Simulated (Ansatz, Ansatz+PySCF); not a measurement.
```yaml
atoms:
  - { symbol: B, position_ang: [0.0000, 0.0000, 0.0000] }
  - { symbol: S, position_ang: [0.0000, 0.0000, 1.6090] }
```

Basis set: def2-SVP (spherical functions). Frozen core: 6 orbitals. Correlation on ROHF uses semicanonical orbitals with singles. Charge 0, multiplicity 2.

Computed with Ansatz (development build ahead of 0.2.0); each method stands on the lowest determinant of its kind that the runs found.

The atomization energy at this shape (free ground-state atoms in the same class of orbitals less the molecule, no zero-point energy) of doublet BS:

```
      method  atomization energy
ROHF-CCSD(T)        535.7 kJ/mol
    ROHF-MP2        565.8 kJ/mol
         UHF        407.1 kJ/mol
```

**Question.** What does ROHF give?

**Answer.** 413.5 kJ/mol. Caution for UHF: the unrestricted determinant is spin contaminated.
